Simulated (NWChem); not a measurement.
Molecule: BPH4; SMILES BP

```xyz
6

B      0.0005     1.3070     0.0000
H     -0.0645     1.8994    -1.0337
H     -0.0645     1.8994     1.0337
P     -0.0712    -0.5646     0.0000
H      0.7464    -0.9641    -1.0833
H      0.7464    -0.9641     1.0833
```
Atoms are numbered in this order, from 1.

Computed with NWChem. Pople sets run with spherical d functions. Geometry: optimised at B3LYP/6-31G* (spherical d). Isolated, static molecule.

GIAO at B3LYP/6-31G*: principal shieldings of B1 are -67.1, 10.9, 147.2 ppm; an isolated boron trifluoride molecule has σ = 102.6 ppm at the same levels.

Find the isotropic 11B shift, its principal values, the span and the skew.


1. σ(iso) = one third of the sum = 30.3 ppm.
2. δ = σ(reference) − σ = 72.3 ppm against boron trifluoride.
3. δ11, δ22, δ33 = 169.7, 91.7, -44.6 ppm.
4. Span Ω = δ11 − δ33 = 214.3 ppm; skew κ = 3(δ22 − δ(iso))/Ω = 0.27.
